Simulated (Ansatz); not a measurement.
`[C-]#[N+]CCCCCCCCCC`. Charge 0, multiplicity 3. Geometry PBE-D4/def2-SVP, that of the neutral singlet; atoms count from 1.

```xyz
33

C     1.851   -4.868    5.335
N     1.149   -4.201    4.650
C     0.343   -3.390    3.807
C     1.162   -2.653    2.738
C     0.287   -1.784    1.833
C     1.081   -1.037    0.758
C     0.216   -0.168   -0.159
C     1.022    0.581   -1.225
C     0.182    1.407   -2.209
C    -0.575    2.581   -1.576
C    -1.288    3.497   -2.581
C    -2.415    2.823   -3.369
H    -0.207   -2.661    4.442
H    -0.425   -4.036    3.328
H     1.931   -2.031    3.243
H     1.716   -3.402    2.133
H    -0.275   -1.049    2.452
H    -0.488   -2.418    1.344
H     1.853   -0.401    1.248
H     1.649   -1.771    0.143
H    -0.357    0.555    0.463
H    -0.549   -0.805   -0.658
H     1.627   -0.156   -1.798
H     1.760    1.248   -0.723
H    -0.534    0.730   -2.728
H     0.850    1.804   -3.006
H     0.144    3.188   -0.982
H    -1.323    2.199   -0.844
H    -0.537    3.912   -3.290
H    -1.700    4.373   -2.035
H    -3.181    2.394   -2.689
H    -2.041    1.996   -4.008
H    -2.929    3.543   -4.037
```

At PBE0-D4/def2-SVP a singlet of charge 0 lies 5.65 eV below the triplet at the same geometry.

Question: Estimate the Mulliken populations of the heavy atoms from the PBE0/def2-SVP orbitals of Ansatz.

Answer: 
| atom | charge (e) | spin (α − β) |
| --- | --- | --- |
| C1 | -0.10 | 1.81 |
| N2 | -0.14 | 0.14 |
| C3 | 0.14 | 0.00 |
| C4 | -0.08 | 0.03 |
| C5 | -0.08 | 0.01 |
| C6 | -0.05 | 0.00 |
| C7 | -0.08 | 0.00 |
| C8 | -0.05 | 0.00 |
| C9 | -0.06 | 0.00 |
| C10 | -0.09 | 0.00 |
| C11 | -0.08 | 0.00 |
| C12 | -0.10 | 0.00 |
Mulliken values depend strongly on the basis.

Question: Where does the spin sit?

Answer: Summed by element: C 1.85, N 0.14, H 0.02, of 2 unpaired in all. Largest on single atoms: C1 1.81, N2 0.14, C4 0.03.

Question: And the Mayer bond orders between heavy atoms (over 0.3)?

Answer: C1–N2 2.18 (1.19 Å); N2–C3 0.99 (1.42 Å); C3–C4 1.03 (1.53 Å); C4–C5 1.05 (1.53 Å); C5–C6 1.07 (1.53 Å); C6–C7 1.07 (1.53 Å); C7–C8 1.06 (1.53 Å); C8–C9 1.09 (1.53 Å); C9–C10 1.05 (1.53 Å); C10–C11 1.08 (1.54 Å); C11–C12 1.08 (1.53 Å).
